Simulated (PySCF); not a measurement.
## Dipole moment and polarisability of `O=C[SiH2]C=O`

Compound: C2H4O2Si.
Structure used (PBE0-D3(BJ)/def2-SVP), in Å, numbered top down from 1:
```
atom  x, y, z in Å
O1    -1.682   -1.331    0.917
C2    -1.378   -0.734   -0.084
Si3   -0.108    0.726   -0.008
C4     1.620   -0.150    0.033
O5     2.371   -0.157   -0.908
H6    -1.790   -1.052   -1.082
H7    -0.198    1.607   -1.206
H8    -0.329    1.457    1.273
H9     1.890   -0.697    0.979
```

Level: B3LYP/def2-SVPD (PySCF), static field, nuclei fixed, core orbitals frozen in the response. The polarisability tensor in these axes (au):

```
x   71.32  3.98 -4.36
y    3.98 55.58 -3.42
z   -4.36 -3.42 58.10
```

Task: Give the principal values, the mean and the anisotropy Δα = √{½[(α1 − α2)² + (α2 − α3)² + (α1 − α3)²]}.

Result: Principal values 53.15, 57.95 and 73.90 au; mean 61.67 au = 9.14 Å³ = 10.17 × 10⁻⁴⁰ C²·m²/J; Δα = 18.82 au (31 % of the mean).

Task: What is the dipole moment, and where does it point?

Result: (-0.82, 1.30, -0.11) D, 1.54 D in size, pointing from the negative to the positive side. Measured along this direction, the outermost atoms are H9 at the negative end and H7 at the positive end.

Task: What are the principal values of the traceless quadrupole moment, Θ = ½Σq(3rr − r²1), about the centre of nuclear charge?

Result: -15.24, 4.91, 10.33 D·Å. The values depend on the origin, since the dipole doesn't vanish. The electronic extent ⟨r²⟩ about the same centre is 628 bohr², a root-mean-square distance of 1.95 Å for the 46 electrons.

Task: Along which axes do the principal values lie, and how far do the nuclei extend along each?

Result: Largest value along (0.92, 0.26, -0.31), where the nuclei span 4.58 Å; middle along (0.40, -0.47, 0.79), 3.64 Å; least along (-0.06, 0.84, 0.53), 3.29 Å. The response follows the extents in order.

Task: Refractivity n − 1 of an ideal gas of it at 400 K and 1 atm, from the electronic α?

Result: N = p/kT = 1.8347 × 10¹⁹ cm⁻³, so n − 1 = 2π × N × 9.14 × 10⁻²⁴ cm³ = 1053 × 10⁻⁶ at long wavelengths.

Task: How large is μ²/3kT at 400 K beside α?

Result: In Gaussian units μ²/3kT = 14.36 Å³ against 9.14 Å³, a ratio of 1.57; the Debye molar polarisation (4π/3)N_A(α + μ²/3kT) is 59.3 cm³/mol, leaving out the vibrational part.

Geometry: PBE0-D3(BJ)/def2-SVP, one conformer, isolated molecule.
